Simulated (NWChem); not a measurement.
System: BeNH2Br; SMILES [NH2][Be][Br]

NWChem input:

```
start job
memory heap 200 mb stack 900 mb global 1100 mb
geometry units angstroms noautosym nocenter noautoz
  Be     0.000304     1.135958     0.000000
  Br     0.001031    -0.842629     0.000000
  N     -0.000678     2.634188     0.000000
  H     -0.002631     3.216783    -0.828102
  H     -0.002631     3.216783     0.828102
end
basis spherical
  * library 6-31g*
end
dft
  xc hfexch
  iterations 150
end
property
  shielding 4 1 2 3 4
end
task dft property
```

Excerpt of the output:

```
             Northwest Computational Chemistry Package (NWChem) 7.3.0
             --------------------------------------------------------

                             Geometry "geometry" -> ""
                             -------------------------

 Output coordinates in angstroms (scale by  1.889725989 to convert to a.u.)

  No.       Tag          Charge          X              Y              Z
 ---- ---------------- ---------- -------------- -------------- --------------
    1 Be                   4.0000     0.00030400     1.13595800     0.00000000
    2 Br                  35.0000     0.00103100    -0.84262900     0.00000000
    3 N                    7.0000    -0.00067800     2.63418800     0.00000000
    4 H                    1.0000    -0.00263100     3.21678300    -0.82810200
    5 H                    1.0000    -0.00263100     3.21678300     0.82810200

 Effective nuclear repulsion energy (a.u.)     103.0900222533

  xc_inp: hfexch multiplicative factor not found.
                              NWChem Property Module
                              ----------------------

  itol2e modified to match energy
  convergence criterion.

                                 NWChem DFT Module
                                 -----------------

 Summary of "ao basis" -> "ao basis" (spherical)
 ------------------------------------------------------------------------------
       Tag                 Description            Shells   Functions and Types
 ---------------- ------------------------------  ------  ---------------------
 Be                          6-31g*                  6       14   3s2p1d
 Br                          6-31g*                 12       32   5s4p3d
 N                           6-31g*                  6       14   3s2p1d
 H                           6-31g*                  2        2   2s

  itol2e modified to match energy
  convergence criterion.

[...]

          -----------------------------------------
          Chemical Shielding Tensors (GIAO, in ppm)
          -----------------------------------------

                                NWChem CPHF Module
                                ------------------

  scftype          =     RHF
  nclosed          =       24
  nopen            =        0
  variables        =      960
  # of vectors     =        3
  tolerance        = 0.10D-03
  level shift      = 0.00D+00
  max iterations   =       50
  max subspace     =       30

 SCF residual:    1.1821642888701228E-004

Iterative solution of linear equations
  No. of variables      960
  No. of equations        3
  Maximum subspace       30
        Iterations       50
       Convergence  1.0D-04

   iter   nsub   residual    time
   ----  ------  --------  ---------
     1      3    1.95D+00      16.3
     2      6    1.75D-01      18.9
     3      9    2.10D-02      21.6
     4     12    3.22D-03      24.1
     5     15    5.49D-04      26.6
     6     18    1.54D-04      29.5
     7     21    2.26D-05      32.0

      Atom:    1  Be
        Diamagnetic
    141.4936     -0.0151     -0.0000
     -0.0151    167.3904     -0.0000
     -0.0000     -0.0000    144.0571

        Paramagnetic
    -62.5401     -0.0445      0.0000
     -0.0445     -6.9958     -0.0000
      0.0000     -0.0000    -68.0809

        Total Shielding Tensor
     78.9535     -0.0596      0.0000
     -0.0596    160.3946     -0.0000
      0.0000     -0.0000     75.9761

           isotropic =     105.1081
          anisotropy =      82.9299

          Principal Components and Axis System
                 1           2           3
              160.3946     78.9534     75.9761

      1        -0.0007      1.0000      0.0000
      2         1.0000      0.0007      0.0000
      3         0.0000      0.0000      1.0000

      Atom:    2  Br
        Diamagnetic
   3120.6159     -0.0007      0.0000
     -0.0007   3127.3650     -0.0000
      0.0000     -0.0000   3120.8714

        Paramagnetic
   -332.3722     -0.1992     -0.0000
     -0.1992    -22.3196     -0.0000
     -0.0000     -0.0000   -177.5944

        Total Shielding Tensor
   2788.2438     -0.1999     -0.0000
     -0.1999   3105.0454     -0.0000
     -0.0000     -0.0000   2943.2770

           isotropic =    2945.5221
          anisotropy =     239.2852

          Principal Components and Axis System
                 1           2           3
             3105.0455   2943.2770   2788.2436

      1        -0.0006      0.0000      1.0000
      2         1.0000      0.0000      0.0006
      3         0.0000      1.0000      0.0000

      Atom:    3  N
        Diamagnetic
    296.6622     -0.0512     -0.0000
     -0.0512    334.5361     -0.0000
     -0.0000     -0.0000    313.3202

        Paramagnetic
    -49.9270     -0.0199      0.0000
     -0.0199    -49.3512      0.0000
      0.0000      0.0000    -93.3547

        Total Shielding Tensor
    246.7352     -0.0711      0.0000
     -0.0711    285.1849      0.0000
      0.0000      0.0000    219.9654

           isotropic =     250.6285
          anisotropy =      51.8348

          Principal Components and Axis System
                 1           2           3
              285.1850    246.7351    219.9654

      1        -0.0019      1.0000      0.0000
      2         1.0000      0.0019      0.0000
      3         0.0000      0.0000      1.0000

      Atom:    4  H
        Diamagnetic
     18.9684     -0.0316      0.0312
     -0.0316     32.9161    -10.7155
      0.0312    -10.7155     33.5892

[...]
```

Level: Hartree-Fock/6-31G* (spherical d), GIAO. Structure relaxed at the B3LYP/6-31G* (spherical d) level. The printed shielding anisotropy is the first printed principal value minus the mean of the other two.
